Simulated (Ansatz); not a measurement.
Molecule: C₃H₈ISi, charge 0, multiplicity 2. It need not be the lowest isomer of its formula. 
Geometry from a B3LYP-D3(BJ)/def2-TZVP (Ansatz, a quantum-chemistry and plane-wave program) optimisation:
```xyz
13

C     -1.3210    -0.9727    -1.8929
Si     0.1232    -0.0404    -1.2671
C      1.7329    -0.9190    -1.6129
C      0.1261     1.7313    -1.8535
I     -0.1495     0.0206     1.2254
H     -2.2735    -0.4980    -2.1006
H     -1.3295    -2.0550    -1.9592
H      1.7092    -1.9400    -1.2301
H      2.5671    -0.3988    -1.1403
H      1.9153    -0.9585    -2.6900
H      0.9351     2.2929    -1.3846
H      0.2624     1.7679    -2.9375
H     -0.8155     2.2242    -1.6082
```
Charge 0, spin multiplicity 2.

Parts of the frozen-core correlation energy in def2-QZVPP (Ansatz, hartree). Frozen orbitals: 17; correlated occupied orbitals by spin: 16 and 15; virtual: 530 and 531. UHF or UKS for open shells. Spin-orbit coupling is left out. Past Kr the def2 sets carry scalar-relativistic core potentials.

```csv
term,value
reference (HF),-703.96763
MP2 opposite-spin,___
MP2 same-spin,___
CCSD correlation,-0.87431
(T),___
T1 diagnostic,0.012
largest doubles amplitude,0.015
<S^2> of the reference,0.762
```

Q: What belongs in the gaps?

A: 
- MP2 opposite-spin, value: -0.64240
- MP2 same-spin, value: -0.17582
- (T), value: -0.03744
